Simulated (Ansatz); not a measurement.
`O[SiH](F)[SeH]` + `O[SiH3]` → `F[SiH]([SeH])O[SiH3]` + H₂O  (ligand exchange at the Si–O bond)

Isolated molecules relaxed with PBE0-D4/def2-TZVP in Ansatz; ΔE leaves out vibrations. CBS: MP2 limit from def2 TZ/QZ plus the TZ coupled-cluster correction, frozen cores. This one scheme is used for every species. For Se outer-core shells are correlated without core-valence functions, which leaves a few kJ/mol of doubt a bond. Scalar relativity is left out up to krypton. One conformer a species, not always the lowest.

```csv
species,HF/CBS(def2) energy (Eh)
`O[SiH](F)[SeH]`,-2865.14928
`O[SiH3]`,-366.22576
`F[SiH]([SeH])O[SiH3]`,-3155.31435
H₂O,-76.06721
```

Task: Work out ΔE.

Result: ΔE = (-3155.31435) + (-76.06721) − (-2865.14928) − (-366.22576) = -0.00652 Eh = -17.1 kJ/mol. CCSD(T)/CBS gives -19.6 kJ/mol.

Largest T1 diagnostic among the species: 0.011.

From BLYP to BHLYP (50 % exact exchange), in def2-TZVPP and without D4, ΔE moves by −7.2 kJ/mol. The D4 term adds −9.0 kJ/mol with B3LYP and −5.3 kJ/mol with PBE0; it sums over pairs of atoms, weighted by their polarisabilities, and B3LYP, whose exchange is more repulsive, gets the larger term. Leaving LDA and LC-ωPBE aside and taking each functional with its dispersion term where it has one, the values, not all of them listed here, spread over 10.2 kJ/mol, from BHLYP-D4 to PBE-D4.

B3LYP here is the variant with VWN-RPA as its local correlation; programs differ in this.
